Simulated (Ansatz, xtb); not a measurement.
# Isomers of CH3GeMg in order of energy

3 gas-phase structures of CH3GeMg, found in a search over its isomers (lower ones may exist). Each was relaxed with GFN2-xTB:

A. `[CH2]=[Ge][MgH]`, a doublet
B. `[CH3][Ge][Mg]`, a doublet
C. a doublet given by its coordinates

C (Å):

```yaml
atoms:
  - { symbol: C, position_ang: [-0.5658, 0.6571, -0.5321] }
  - { symbol: Ge, position_ang: [-0.5181, -0.5476, 0.9363] }
  - { symbol: Mg, position_ang: [1.4207, -1.1291, -0.4627] }
  - { symbol: H, position_ang: [-0.0976, 1.6368, -0.5657] }
  - { symbol: H, position_ang: [-1.3287, 0.5436, -1.3012] }
  - { symbol: H, position_ang: [0.7377, 0.2862, 1.7186] }
```

Close contacts (Å): C1–Ge2 1.90, C1–Mg3 2.67, Ge2–Mg3 2.46, C1–H4 1.09, C1–H5 1.09, Ge2–H6 1.70.

Problem. Estimate their order in r2SCAN-D4/def2-SVP energy at these geometries, lowest first.

Solution. Calculated order at r2SCAN-D4/def2-SVP: B (0.000), C (0.592), A (1.004) eV.

Energies above the lowest of each column, in eV:

```tsv
structure	GFN2-xTB	HF/STO-3G	r2SCAN-D4/def2-SVP
B	0.000	0.000	0.000
C	0.539	0.871	0.592
A	0.502	0.577	1.004
```

Every level run on B puts it lowest or level with the lowest. Frequencies (PBE-D3(BJ)/def2-SVP) were run for B alone. Open shells are spin-unrestricted, some with notable spin contamination.

Programs: Ansatz 0.2.0, xtb 6.7.1.
